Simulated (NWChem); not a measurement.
System: CH4F2OSi; SMILES F[SiH](CO)F

The following NWChem deck was run.

```
start job
memory heap 200 mb stack 900 mb global 1100 mb
geometry units angstroms noautosym nocenter noautoz
  O      0.212979     2.186596     0.151827
  C     -0.538075     1.159791    -0.447761
  Si     0.012070    -0.452748     0.322674
  F     -0.993796    -1.608886    -0.196017
  F      1.484301    -0.850983    -0.207279
  H     -0.020696     3.025483    -0.257188
  H     -0.387069     1.087593    -1.544668
  H     -1.631514     1.268792    -0.289763
  H      0.031421    -0.458762     1.801626
end
basis spherical
  * library def2-svp
end
dft
  xc b3lyp
  iterations 150
  mulliken
end
task dft energy
esp
  recalculate
  probe 0.07
  range 0.3
  factor 1.0
  spacing 0.02
end
task esp
```

Parts of the log:

```
             Northwest Computational Chemistry Package (NWChem) 7.3.0
             --------------------------------------------------------

                             Geometry "geometry" -> ""
                             -------------------------

 Output coordinates in angstroms (scale by  1.889725989 to convert to a.u.)

  No.       Tag          Charge          X              Y              Z
 ---- ---------------- ---------- -------------- -------------- --------------
    1 O                    8.0000     0.21297900     2.18659600     0.15182700
    2 C                    6.0000    -0.53807500     1.15979100    -0.44776100
    3 Si                  14.0000     0.01207000    -0.45274800     0.32267400
    4 F                    9.0000    -0.99379600    -1.60888600    -0.19601700
    5 F                    9.0000     1.48430100    -0.85098300    -0.20727900
    6 H                    1.0000    -0.02069600     3.02548300    -0.25718800
    7 H                    1.0000    -0.38706900     1.08759300    -1.54466800
    8 H                    1.0000    -1.63151400     1.26879200    -0.28976300
    9 H                    1.0000     0.03142100    -0.45876200     1.80162600

 Effective nuclear repulsion energy (a.u.)     248.9096843148

                                 NWChem DFT Module
                                 -----------------

 Summary of "ao basis" -> "ao basis" (spherical)
 ------------------------------------------------------------------------------
       Tag                 Description            Shells   Functions and Types
 ---------------- ------------------------------  ------  ---------------------
 O                          def2-svp                 6       14   3s2p1d
 C                          def2-svp                 6       14   3s2p1d
 Si                         def2-svp                 8       18   4s3p1d
 F                          def2-svp                 6       14   3s2p1d
 H                          def2-svp                 3        5   2s1p

            General Information
            -------------------
          SCF calculation type: DFT
          Wavefunction type:  closed shell.
          No. of atoms     :     9
          No. of electrons :    50
           Alpha electrons :    25
            Beta electrons :    25
          Charge           :     0
          Spin multiplicity:     1
          Use of symmetry is: off; symmetry adaption is: off
          Maximum number of iterations: 150
          AO basis - number of functions:    94
                     number of shells:    44
          Convergence on energy requested:  1.00D-06
          Convergence on density requested:  1.00D-05
          Convergence on gradient requested:  5.00D-04

              XC Information
              --------------
                         B3LYP Method XC Potential
                     Hartree-Fock (Exact) Exchange  0.200
                        Slater Exchange Functional  0.800 local
                    Becke 1988 Exchange Functional  0.720 non-local
              Lee-Yang-Parr Correlation Functional  0.810
                  VWN I RPA Correlation Functional  0.190 local

             Grid Information
             ----------------
          Grid used for XC integration:  medium
          Radial quadrature: Mura-Knowles
          Angular quadrature: Lebedev.
          Tag              B.-S. Rad. Rad. Pts. Rad. Cut. Ang. Pts.
          ---              ---------- --------- --------- ---------
          O                   0.60       49           9.0       434
          C                   0.70       49           9.0       434
          Si                  1.10       88          10.0       590
          F                   0.50       49          12.0       434
          H                   0.35       45          11.0       434
          Grid pruning is: on
          Number of quadrature shells:   464
          Spatial weights used:  Erf1

      Superposition of Atomic Density Guess
      -------------------------------------

 Sum of atomic energies:        -601.63664750

[...]

                     NWChem Electrostatic Potential Fit Module
                     -----------------------------------------

 Atom parameters

 Number of atoms is                                    9
 Number of basis functions is                         94

 Grid parameters

 Maximum number of grid points is                  39634
 Number of grid points is                          39633
 Grid range                                     0.300000 nm
 Grid spacing                                   0.020000 nm
 Probe radius                                   0.070000 nm
 Atom radius factor                             1.000000

 Atomic radii

    1    0.100000
    6    0.147000
    8    0.136000
    9    0.128000
   14    0.187000
 FASTESP  F
  using M.O. file = ./job.movecs

    Atom              Coordinates                           Charge

                                                  ESP

    1 O     0.021298    0.218660    0.015183   -0.637799
    2 C    -0.053808    0.115979   -0.044776    0.141726
    3 Si    0.001207   -0.045275    0.032267    0.920698
    4 F    -0.099380   -0.160889   -0.019602   -0.358921
    5 F     0.148430   -0.085098   -0.020728   -0.323826
    6 H    -0.002070    0.302548   -0.025719    0.411012
    7 H    -0.038707    0.108759   -0.154467    0.008103
    8 H    -0.163151    0.126879   -0.028976   -0.016884
    9 H     0.003142   -0.045876    0.180163   -0.144109
                                            ------------
                                                0.000000

 Dipole moment                                  1.135469

 Quadrupole moment Qxx                         -4.230630
                   Qyy                          0.461956
                   Qzz                          3.768674

 RMS deviation kJ/mol                           0.047496

 RRMS %                                        19.410782
```

Level: B3LYP/def2-SVP. All runs use the structure optimised with PBE0/def2-SVP.
